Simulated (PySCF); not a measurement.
**Electron correlation in Hg (mercury, neutral)**

[Xe] 4f14 5d10 6s1 6p1, high-spin 3P determinant (an excited configuration). All numbers are calculated (PySCF 2.14, a scalar-relativistic core potential, in def2-TZVPPD with the def2 core potential (60 electrons) (6s6p3d2f1g, 62 functions)). Frozen: nothing; 20 electrons correlated.

```tsv
level	correlation energy (mhartree)
CCSD	-559.56
(T)	-16.35
CCSD(T)	-575.91
```

Diagnostics: T1 = 0.011, D1 = 0.0489, largest double amplitude 0.029.

Task: Is a single reference adequate?

Result: Yes, within this model without spin-orbit coupling: T1 lies below 0.03 and no double amplitude reaches 0.07.

The basis has no tight functions for the innermost shells, so their pair energies are far from complete.

This basis was not built for core-valence correlation, so the inner-shell part is incomplete.
